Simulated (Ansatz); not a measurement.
**A barrier at the coupled-cluster level**

Start structure (AlAsN$_{2}$H$_{8}$, singlet), relaxed at PBE0-D4/def2-TZVP:

```xyz
12
angstrom
Al -1.2430 1.1642 0.1146
H -2.1100 2.0875 -0.8300
N 0.4243 1.6191 0.5035
N -1.9188 -0.3363 0.7609
H 0.7148 -1.3101 -1.5468
As 1.6117 -1.5873 -0.3531
H 1.0253 1.1436 1.1567
H 0.8705 2.4560 0.1658
H -2.8625 -0.6465 0.5999
H -1.4235 -1.0031 1.3301
H 2.7368 -0.7333 -0.9146
H 2.1746 -2.8539 -0.9869
```

The step: AlN₂H₅ ([NH2][AlH][NH2]) + AsH₃ → AlAsN₂H₆ ([NH2][Al]([NH2])[AsH2]) + H₂; bonds formed: Al1–As6, H2–H5; bonds broken: Al1–H2, H5–As6. Ansatz 0.2.0; basis: def2-TZVPP and def2-QZVPP; cores frozen in the correlated methods. Filled d shells of the heavier atoms are correlated. The def2 sets are not built for correlating such inner shells, so the correlated values are less sure here. Extrapolation: Hartree–Fock as exp(−7.88 √X), correlation as X^−2.97. Energies below are by CCSD(T) at an estimated basis limit (MP2 extrapolated from triple and quadruple zeta, plus CCSD(T) − MP2 in triple zeta).

What are the electronic barrier and the energy of the step, from the start structure to the end structure? (To be estimated.)

The calculation gives: Barrier 1.197 eV; step energy -0.369 eV (downhill); reverse barrier, their difference, 1.567 eV. Barrier and step energy count from the start structure, the reverse barrier from the end structure.

The saddle point: One imaginary mode of 980i cm⁻¹.
```csv
pair,start (Å),saddle (Å),end (Å)
Al1–As6,3.99,2.66,2.43
H2–H5,4.48,1.15,0.75
Al1–H2,1.58,1.70,3.48
H5–As6,1.52,1.88,4.91
```

Zero-point energy (harmonic, PBE0-D4): ZPE is 2.204 eV at the start and 2.166 eV at the saddle, so the barrier goes from 1.197 to 1.159 eV.

The T1 diagnostic stays at or below 0.012.

Labels in which every atom is bracketed show which atoms are joined, not bond orders.

For scale, one of the runs: CCSD(T)/def2-TZVPP, 264 basis functions, launched by `ansatz run in.yaml --threads 8 --pin off --events-out ev --progress --plain --max-ram 19148MiB`. Time: 2.6 min of wall clock on 8 CPU threads of an Intel Xeon; the host was shared. Peak host memory: 6.4 GiB.
